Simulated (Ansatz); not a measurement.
Consider the substitution at a C–Se bond: `C[Se]CO` + `N#CO` → `N#COCO` + `C[SeH]`.

Program: Ansatz. Geometries: PBE0-D4/def2-TZVP. ΔE: electronic, gas phase. CCSD(T)/CBS is the MP2 limit (def2-TZVPP, def2-QZVPP) plus CCSD(T) − MP2 in def2-TZVPP, frozen cores. This one scheme is used for every species. Functionals use def2-TZVPP. For Se outer-core shells are correlated without core-valence functions, which leaves a few kJ/mol of doubt a bond. Scalar relativity is left out up to krypton. Each species was taken in one conformer, which may not be the lowest.

CCSD(T)/CBS gives +20.3 kJ/mol.

Problem. Another level gave +17.4 kJ/mol. Which?
A. HF/def2-TZVPP
B. MP2/def2-TZVPP
C. B2PLYP/def2-TZVPP
D. SCS-MP2/def2-TZVPP

Solution. D. SCS-MP2/def2-TZVPP 17.4, B2PLYP 13.2, HF/def2-TZVPP -4.1, MP2/def2-TZVPP 23.0 kJ/mol.

Largest T1 diagnostic among the species: 0.014.

The D4 term adds +5.0 kJ/mol with B3LYP and +2.6 kJ/mol with PBE0; it sums over pairs of atoms, weighted by their polarisabilities, and B3LYP, whose exchange is more repulsive, gets the larger term. In def2-TZVPP, CCSD(T) changes the Hartree–Fock value by +20.4 kJ/mol (the triples alone add +1.9 kJ/mol) and MP2 by +27.1 kJ/mol.

B3LYP here is the variant with VWN-RPA as its local correlation; programs differ in this.
